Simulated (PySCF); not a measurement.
One of the candidates below gave these computed data.

All candidates are C6H15OP.

* UV, strongest line: among the 10 lowest singlet transitions: S9 at 8.31 eV (149 nm, f = 0.045) [TDDFT CAM-B3LYP/def2-SVPD]
* UV, first state: lowest singlet excitation: 7.15 eV (173 nm, f = 0.023) [TDDFT CAM-B3LYP/def2-SVPD]
* NMR, other nuclei: isotropic shieldings of nuclei other than C and H, by class: 249 (1 O), 291 (1 P) ppm [GIAO PBE0/pcSseg-1]
* Polarisability: 99.1 au [CAM-B3LYP/def2-SVPD]
* Rotational structure: rotational constants A, B, C: 1.995, 1.340, 1.051 GHz [PBE0-D3(BJ)/def2-SVP]
* Valence photoelectron: vertical ionisation energy: 9.29 eV [ΔSCF CAM-B3LYP/def2-SVPD]
* 1H NMR: chemical shifts (computed TMS as zero) by class: 1.29 (6 H), 1.04 (9 H) ppm [GIAO PBE0/pcSseg-1]
* 13C NMR: chemical shifts (computed TMS as zero) by class: 21.4 (3 C), 7.2 (3 C) ppm [GIAO PBE0/pcSseg-1]
* Triplet: lowest triplet excitation (Tamm–Dancoff): 6.97 eV [TDA CAM-B3LYP/def2-SVPD]

The electronic properties come from PySCF, for the isolated species, density fitting. Levels stand in brackets. One conformer (not necessarily the lowest) at the PBE0-D3(BJ)/def2-SVP geometry, without solvent, vibrations or thermal averaging. NMR values are class means; diastereotopic atoms form classes of their own.

Question: Which candidate is it?
A. `CCP(=O)(CC)CC`
B. `CCCPCCOC`
C. `CC[C@@H](C)[P@H](=O)CC`
D. `COCP(C)C(C)C`

Answer: A. It is `CCP(=O)(CC)CC`. Numbering: `[CH3:1][CH2:2][P:3](=[O:4])([CH2:5][CH3:6])[CH2:7][CH3:8]`. 6 carbons fall into 2 classes; from least to most shielded: sp3 carbon bound to phosphorus [C2/C5/C7] (21.4 ppm, 3 C, up to 3.0 ppm apart in this geometry), methyl carbon [C1/C6/C8] (7.2 ppm, 3 C, up to 3.3 ppm apart in this geometry). Hydrogen classes from least to most shielded: 6 H on 3 like atoms (sp3 carbon bound to phosphorus), C2/C5/C7 (1.29 ppm), 9 H on 3 methyl carbons, C1/C6/C8 (1.04 ppm, a mean of values up to 1.2 ppm apart in this geometry). The other shieldings belong to: 249 ppm, phosphoryl oxygen [O4]; 291 ppm, phosphoryl phosphorus [P3]. The first electron is taken from the HOMO, whose largest Löwdin shares are 0.60 on the phosphoryl oxygen, 0.13 on the phosphoryl phosphorus and 0.11 on an sp3 carbon bound to phosphorus. By its constants the optimised geometry is an asymmetric top.

The others, at the same levels:
- `CC[C@@H](C)[P@H](=O)CC` fails: it has 6 carbon classes against 2; its computed 13C shifts are 37.9 (1 C), 28.1 (1 C), 23.5 (1 C), 15.3 (1 C), 13.8 (1 C), 8.2 (1 C) ppm, 1H shifts are 6.97 (1 H), 1.88 (1 H), 1.57 (1 H), 1.32 (3 H), 1.30 (1 H), 1.18 (3 H), 1.07 (3 H), 0.75 (1 H), 0.75 (1 H) ppm and vertical ionisation energy is 9.48 eV (against 9.29 eV).
- `CCCPCCOC` fails: it has 6 carbon classes against 2; its computed 13C shifts are 66.9 (1 C), 56.9 (1 C), 25.3 (1 C), 23.7 (1 C), 22.1 (1 C), 15.8 (1 C) ppm, 1H shifts are 3.50 (2 H), 3.27 (3 H), 2.94 (1 H), 1.90 (2 H), 1.62 (2 H), 1.50 (2 H), 1.11 (3 H) ppm and lowest singlet excitation is 6.27 eV (198 nm, f = 0.025) (against 7.15 eV).
- `COCP(C)C(C)C` fails: its computed lowest singlet excitation is 6.54 eV (190 nm, f = 0.088) (against 7.15 eV), vertical ionisation energy is 8.43 eV (against 9.29 eV) and lowest triplet excitation (Tamm–Dancoff) is 5.43 eV (against 6.97 eV).

Each candidate is one conformer, not necessarily the lowest. The conformers computed, where there is a choice (atom-mapped SMILES and torsion angles):
- `[CH3:1][CH2:2][P:3](=[O:4])([CH2:5][CH3:6])[CH2:7][CH3:8]`: C1–C2–P3–O4 -54°, C2–P3–C5–C6 179°, C2–P3–C7–C8 57°
- `[CH3:1][CH2:2][C@@H:3]([CH3:4])[P@H:5](=[O:6])[CH2:7][CH3:8]`: C1–C2–C3–C4 -179°, C2–C3–P5–O6 -47°, C3–P5–C7–C8 -177°
- `[CH3:1][O:2][CH2:3][P:4]([CH3:5])[CH:6]([CH3:7])[CH3:8]`: C1–O2–C3–P4 -178°, O2–C3–P4–C5 56°, C3–P4–C6–C7 173°

The conformers of `CCCPCCOC` aren't listed.
